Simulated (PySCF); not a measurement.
**Spin states of SbH**

Unrestricted PBE0; Sb x2c-TZVPPall, H x2c-TZVPPall; spin-free X2C with a Gaussian nucleus (PySCF 2.14). Outer shells of the fragments: Sb 4d10 5s2 5p3; H 1s1.

Followed along the bond (rough minima from three points):

| 2Ms+1 | unpaired | ⟨S²⟩ at the start | R at minimum (Å) | Te (eV) |
| --- | --- | --- | --- | --- |
| 3 | π ↑↑ | 2.01 | 1.72 | 0.00 |
| 1 | π ↑↓ | 1.01 | 1.72 | 0.32 |
| 1 | none | 0.00 | 1.72 | 1.29 |
| 5 | σ ↑↑, π ↑↑ | 6.00 | none in the scan | ≤ 5.08 |

Solutions found at the starting distance of 1.685 Å, counted from the lowest of them; the search is not exhaustive and high or unbound solutions are not listed, so other states can lie among these:

```csv
2Ms+1,unpaired,term,E (eV),⟨S²⟩,⟨Lz²⟩,μ (D)
3,π ↑↑,³Σ⁻,0.00,2.01,0.00,-0.14
1,π ↑↓,mixed,0.32,1.01,2.02,-0.13
1,none,mixed,1.28,0.00,2.01,-0.12
3,"σ ↑, π ↑",³Π,3.58,2.01,1.01,0.54
1,"σ ↓, π ↑",mixed,3.86,1.02,1.01,0.62
3,"σ ↑, π ↑",³Π,5.13,2.00,1.01,-1.15
1,"σ ↓, π ↑",mixed,5.35,1.01,1.01,-1.19
5,"σ ↑↑, π ↑↑",⁵Σ⁻,5.81,6.00,0.00,-0.03
3,"σ ↑↑, π ↑↓",mixed,6.66,3.01,2.03,0.03
1,"σ ↓↓, π ↑↑",mixed,6.89,2.01,0.00,-0.01
```

A term symbol is given only where ⟨S²⟩ and ⟨Lz²⟩ are close to those of a pure state; real π, δ and φ orbitals otherwise mix terms. A positive dipole means Sb(−)H(+).

Spin–orbit coupling is left out. Counting both spins, an empty level lies below a filled one in some of these solutions, because spin and occupation are held.
